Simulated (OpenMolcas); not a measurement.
Ionisation energies of rhenium

```
Program             : OpenMolcas
Basis               : ANO-RCC [11s10p9d8f4g2h]
Scalar Hamiltonian  : DKH2, point nucleus
Spin-orbit coupling : state interaction with AMFI integrals over the reference wave functions, term energies averaged over their components
```

Active shells in each charge state: the valence d, s shells, with orbitals averaged over the low states. Where CASPT2's correlated closed shells are named, they are those of the first ion.

A. CASSCF
B. SS-CASPT2, IPEA 0.25 Eh, imaginary shift 0.1 Eh (closed shells correlated: 5s 5p)
C. SS-CASPT2, IPEA 0.25 Eh, imaginary shift 0.1 Eh (closed shells correlated: 4f 5s 5p)
D. SS-CASPT2, IPEA 0 Eh, imaginary shift 0.1 Eh (closed shells correlated: 5s 5p)

Energies in eV between the lowest computed levels, named as in B; reference values from the NIST Atomic Spectra Database with their kind.

| From | To | A | B | C | D | Spin-orbit share in B | Reference |
| --- | --- | --- | --- | --- | --- | --- | --- |
| Re 5d5 6s2 6S 5/2 | Re+ 5d5 6s 7S3 | 5.240 | 7.960 | 7.928 | 8.137 | +0.000 | 7.834 (measured) |
| Re+ 5d5 6s 7S3 | Re2+ 5d5 6S 5/2 | 15.703 | 16.792 | 16.957 | 16.920 | +0.000 | 16.600 (semi-empirical) |

Error against the reference values, in %:

```json
{"From": "Re", "Reference": "measured", "A": "-33.1", "B": "+1.6", "C": "+1.2", "D": "+3.9"}
{"From": "Re+", "Reference": "semi-empirical", "A": "-5.4", "B": "+1.2", "C": "+2.2", "D": "+1.9"}
```

Absolute error against the one measured value: A 2.59 eV, B 0.13 eV, C 0.09 eV, D 0.30 eV. C lies closest.

The lowest level within the active space need not be the ion's true ground level.
